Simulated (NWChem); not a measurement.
System: bromotrifluoromethane (CBrF3); SMILES FC(F)(F)Br

```xyz
5

F      0.8757     0.8757    -1.2687
C      0.0000     0.0000    -0.8182
F      0.3205    -1.1962    -1.2687
F     -1.1962     0.3205    -1.2687
Br     0.0000     0.0000     1.1129
```
Atoms are numbered in this order, from 1.

Level: PBE0/def2-SVP (NWChem), optimised geometry, unscaled harmonic frequencies. This build's default masses of Se (78.918 u) and Br (79.917 u) are each other's, which moves their modes by up to 0.6 %.

```json
[
 {"frequency (cm⁻¹)": "309", "IR intensity (km/mol)": "0.0"},
 {"frequency (cm⁻¹)": "309", "IR intensity (km/mol)": "0.0"},
 {"frequency (cm⁻¹)": "353", "IR intensity (km/mol)": "0.5"},
 {"frequency (cm⁻¹)": "562", "IR intensity (km/mol)": "2.2"},
 {"frequency (cm⁻¹)": "562", "IR intensity (km/mol)": "2.2"},
 {"frequency (cm⁻¹)": "783", "IR intensity (km/mol)": "56.3"},
 {"frequency (cm⁻¹)": "1122", "IR intensity (km/mol)": "548.0"},
 {"frequency (cm⁻¹)": "1290", "IR intensity (km/mol)": "302.5"},
 {"frequency (cm⁻¹)": "1290", "IR intensity (km/mol)": "302.5"}
]
```

The zero-point energy is 9.4 kcal/mol and the thermal correction to the enthalpy at 298.15 K (with zero-point energy) is 12.8 kcal/mol. The heat capacity Cv is 14.3 cal/(mol K). The entropy at 298.15 K and 1 atm (symmetry number 3) comes out as 70.9 cal/(mol K). The dipole moment is 0.30 D.

Rigid rotor and harmonic oscillator.
